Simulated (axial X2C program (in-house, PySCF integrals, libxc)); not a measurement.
## TiSe⁺: from the spin-free to the two-component result

Computed with an axial X2C code built on PySCF integrals. Spin-free means the one-electron spin-free X2C Hamiltonian; two-component (2c) means X2C with spin–orbit coupling and atomic mean-field two-electron Coulomb and Gaunt terms, so the difference of the two also holds small scalar two-electron terms. Basis: Se dyall-cv3z [8s9p6d4f1g], Ti dyall-cv3z [10s10p6d4f2g] (cores contracted in-house); Gaussian nuclei, density fitting, unrestricted open shells. Masses: Se 79.917 u, Ti 47.948 u.

Spin-free state: M_S = 1/2, Λ = 2 (beyond evenly filled blocks: δ+α); fragments Se + Ti+.

```csv
level,Re (Å),ωe (cm⁻¹),De (eV),μ (D)
PBE0,2.170,416.2,3.589,8.83
BP86,2.180,436.1,4.516,8.30
```

Dipoles are positive if Ti is the positive end and refer to the centre of mass.

**Question.** Within this multiplet, which Ω should lie lowest by the rule for regular and inverted multiplets?

**Answer.** The open δ shell holds one electron, so the multiplet is regular: Ω = Λ − 1/2 = 3/2. The PBE0 2c search agrees, though Ω = 5/2 of the search lies only 0.02 eV higher.

Two-component determinant lowest at the distance of the search:

Ω = 3/2 (⟨Sz⟩ = -0.50, ⟨Lz⟩ = 2.00 at PBE0); fragments Se + Ti+.

| level | Re (Å) | ωe (cm⁻¹) | μ (D) |
| --- | --- | --- | --- |
| PBE0 | 2.171 | 416.5 | 8.82 |
| BP86 | 2.181 | 435.1 | 8.29 |

**Question.** From the two tables, how do the constants change at the PBE0 level (2c against spin-free)?

**Answer.** At the PBE0 level Re is unchanged within 0.001 Å and ωe increases by 0.3 cm⁻¹.

Occupations by symmetry block were frozen at the best pattern of an incomplete PBE0 search. De is counted from the lowest determinant-based energies of the atoms at the same level, without counterpoise correction. De is not given where an atomic determinant may have missed its ground term or J level, or where the truncated virtual space spoils (T). Density functionals use the spin component along the axis (collinear). Without a current term, density functionals place determinants with orbital angular momentum somewhat too high. The determinant is spin-polarised beyond a pure state at some levels (its spin-free form has ⟨S²⟩ too high), which makes Re and μ there less reliable.
